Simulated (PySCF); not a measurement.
B2O2.

```xyz
4

O      0.0000     0.0000    -2.0226
B      0.0000     0.0000    -0.8250
B      0.0000     0.0000     0.8250
O      0.0000     0.0000     2.0226
```
Charge 0, spin multiplicity 1.

Geometry optimised at ωB97X-D3(BJ)/def2-TZVP. Other conformers were not sampled.

All values below come from KT2/pcSseg-2 run with PySCF. Non-relativistic, no solvent.

### Question
Give the absolute GIAO shielding of each atom: isotropic value and principal components (ppm). (The exact figures need the calculation; the answer reports its results.)

### Answer

| atom | σ(iso) | σ11 | σ22 | σ33 | span |
|---|---|---|---|---|---|
| O1 | -7.3 | -216.9 | -216.9 | 411.8 | 628.7 |
| B2 | 93.3 | 29.3 | 29.3 | 221.3 | 192.0 |
| B3 | 93.3 | 29.3 | 29.3 | 221.3 | 192.0 |
| O4 | -7.3 | -216.9 | -216.9 | 411.8 | 628.7 |
